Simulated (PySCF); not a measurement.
GaI3, singlet, at a GFN2-xTB geometry (such geometries of metal compounds can be far from the true shape) (core potentials on I), with bond 3-1 at 1.5 times its length; HF/def2-SVP (PySCF).

PySCF was given this input:
```python
from pyscf import gto, scf

mol = gto.M(
    atom='''
Ga    0.00000000    0.00000000   -0.00000000
I    -2.05971396   -1.43007518   -0.04666271
I     0.02350946    3.32234121   -1.76446953
I     2.04404099   -0.78481896    1.22297573
''',
    basis='def2-svp',
    ecp={'I': 'def2-svp'},
    verbose=4,
)

mf = scf.RHF(mol)
mf.kernel()
mo_i, mo_e, stable_i, stable_e = mf.stability(internal=True, external=True, return_status=True, nroots=6, tol=1e-6)
print('internally stable:', stable_i, ' externally stable:', stable_e)
if not stable_e:
    umf = mf.to_uhf() if not hasattr(mf, 'xc') else mf.to_uks()
    umf.scf_summary = {}
    umf.kernel(umf.make_rdm1(mo_e, umf.mo_occ))
mf.analyze()
```

The log (banner, timings and long lists left out):

```
PySCF version 2.14.0

[INPUT] verbose = 4
[INPUT] num. atoms = 4
[INPUT] num. electrons = 106
[INPUT] charge = 0
[INPUT] spin (= nelec alpha-beta = 2S) = 0
[INPUT] symmetry False subgroup None
[INPUT] Mole.unit = angstrom
[INPUT] Symbol           X                Y                Z      unit          X                Y                Z       unit  Magmom
[...]
nuclear repulsion = 633.226239801196
number of shells = 42
number of NR pGTOs = 257
number of NR cGTOs = 110
basis = def2-svp
ecp = {'I': 'def2-svp'}

******** <class 'pyscf.scf.hf.RHF'> ********
method = RHF
initial guess = minao
damping factor = 0
level_shift factor = 0
DIIS = <class 'pyscf.scf.diis.CDIIS'>
diis_start_cycle = 1
diis_space = 8
diis_damp = 0
SCF conv_tol = 1e-09
SCF conv_tol_grad = None
SCF max_cycles = 50
direct_scf = True
direct_scf_tol = 1e-13
Set gradient conv threshold to 3.16228e-05
Initial guess from minao.
init E= -2715.70392385815
cycle= 1 E= -2810.2932669666  delta_E= -94.6  |g|= 3.67  |ddm|=   13
cycle= 2 E= -2810.52492807836  delta_E= -0.232  |g|=  2.4  |ddm|= 8.69
cycle= 3 E= -2812.68484442251  delta_E= -2.16  |g|= 0.977  |ddm|= 4.53
cycle= 4 E= -2813.0091904503  delta_E= -0.324  |g|= 0.205  |ddm|= 1.37
cycle= 5 E= -2813.03696289439  delta_E= -0.0278  |g|= 0.0796  |ddm|= 0.58
cycle= 6 E= -2813.03922572106  delta_E= -0.00226  |g|= 0.03  |ddm|= 0.127
cycle= 7 E= -2813.03995374263  delta_E= -0.000728  |g|= 0.0143  |ddm|= 0.0835
cycle= 8 E= -2813.04019143302  delta_E= -0.000238  |g|= 0.00387  |ddm|= 0.0656
cycle= 9 E= -2813.04020828235  delta_E= -1.68e-05  |g|= 0.00117  |ddm|= 0.019
cycle= 10 E= -2813.0402096366  delta_E= -1.35e-06  |g|= 0.000403  |ddm|= 0.0047
cycle= 11 E= -2813.04020979832  delta_E= -1.62e-07  |g|= 9.87e-05  |ddm|= 0.0017
cycle= 12 E= -2813.04020981201  delta_E= -1.37e-08  |g|= 2.48e-05  |ddm|= 0.000501
cycle= 13 E= -2813.04020981297  delta_E= -9.59e-10  |g|= 7.57e-06  |ddm|= 0.000122
Extra cycle  E= -2813.04020981303  delta_E= -6.37e-11  |g|= 3.8e-06  |ddm|= 2.44e-05
converged SCF energy = -2813.04020981303
rhf_internal: lowest eigs of H = [0.26928525 0.26989001 0.56254885 0.58314951 0.59564445 0.64850469]
<class 'pyscf.scf.hf.RHF'> wavefunction is stable in the internal stability analysis
rhf_real2complex: lowest eigs of H = [0.05330171 0.05360892 0.08224273 0.1355498  0.14024812 0.15440015]
<class 'pyscf.scf.hf.RHF'> wavefunction is stable in the real -> complex stability analysis
rhf_external: lowest eigs of H = [-0.07503684  0.0294741   0.02994057  0.09498687  0.10775631  0.10809361]
<class 'pyscf.scf.hf.RHF'> wavefunction has an RHF/RKS -> UHF/UKS instability
internally stable: True  externally stable: False

******** <class 'pyscf.scf.uhf.UHF'> ********
method = UHF
initial guess = minao
damping factor = 0
level_shift factor = 0
DIIS = <class 'pyscf.scf.diis.CDIIS'>
diis_start_cycle = 1
diis_space = 8
diis_damp = 0
SCF conv_tol = 1e-09
SCF conv_tol_grad = None
SCF max_cycles = 50
direct_scf = True
direct_scf_tol = 1e-13
number electrons alpha = 53  beta = 53
Set gradient conv threshold to 3.16228e-05
init E= -2812.96836550328
cycle= 1 E= -2813.01443289082  delta_E= -0.0461  |g|= 0.072  |ddm|= 0.432
cycle= 2 E= -2813.04114947763  delta_E= -0.0267  |g|= 0.0554  |ddm|= 0.344
cycle= 3 E= -2813.05006971787  delta_E= -0.00892  |g|= 0.038  |ddm|= 0.169
cycle= 4 E= -2813.05734750399  delta_E= -0.00728  |g|= 0.0244  |ddm|= 0.223
cycle= 5 E= -2813.06022040729  delta_E= -0.00287  |g|= 0.0153  |ddm|= 0.14
cycle= 6 E= -2813.06214473298  delta_E= -0.00192  |g|= 0.00672  |ddm|= 0.152
cycle= 7 E= -2813.06251316254  delta_E= -0.000368  |g|= 0.00199  |ddm|= 0.0837
cycle= 8 E= -2813.06252242631  delta_E= -9.26e-06  |g|= 0.000808  |ddm|= 0.00957
cycle= 9 E= -2813.06252456991  delta_E= -2.14e-06  |g|= 0.000389  |ddm|= 0.00663
cycle= 10 E= -2813.06252480777  delta_E= -2.38e-07  |g|= 0.000275  |ddm|= 0.00251
cycle= 11 E= -2813.06252500506  delta_E= -1.97e-07  |g|= 9.14e-05  |ddm|= 0.00169
cycle= 12 E= -2813.06252503365  delta_E= -2.86e-08  |g|= 3.82e-05  |ddm|= 0.000605
cycle= 13 E= -2813.06252503876  delta_E= -5.11e-09  |g|= 1.41e-05  |ddm|= 0.000243
cycle= 14 E= -2813.06252503949  delta_E= -7.33e-10  |g|= 3.65e-06  |ddm|= 9.45e-05
Extra cycle  E= -2813.06252503952  delta_E= -2.73e-11  |g|= 2.2e-06  |ddm|= 8.98e-06
converged SCF energy = -2813.06252503952  <S^2> = 0.81071834  2S+1 = 2.0598236
**** SCF Summaries ****
Total Energy =                       -2813.040209813030742
Nuclear Repulsion Energy =             633.226239801196016
One-electron Energy =                -5499.036683038674710
Two-electron Energy =                 2052.770233424448179
Two-electron Coulomb Energy =         2189.876595146584805
DFT Exchange-Correlation Energy =     -137.106361722136626
**** MO energy ****
[...]
Dipole moment(X, Y, Z, Debye): -0.03824, -5.40440,  2.87024
```
